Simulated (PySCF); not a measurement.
## Excited states of Cr²⁰⁺ (chromium, charge +20)

Ground state [He] 2s2, ¹S. Computed with PySCF 2.14 in an even-tempered Gaussian basis (19 s from 0.736 bohr⁻², ratio 2.5; 10 p from 0.988 bohr⁻², ratio 2.7; 8 d from 1.12 bohr⁻², ratio 2.7; 4 f from 33 bohr⁻², ratio 2.7), with scalar relativity by spin-free X2C-1e. Vertical excitation energies in eV without spin-orbit coupling; excited terms of each kind are numbered among those the solver found. Frozen: nothing.

| term | leading excitation | EOM-EE-CCSD |
| --- | --- | --- |
| 1 3P° | 2s → p | 46.719 |
| 1 1P° | 2s → p | 82.282 |

Only the lower part of the computed list is shown. Doubly excited terms such as np² are absent. The solver can miss terms. The 12 highest virtual orbitals were dropped.
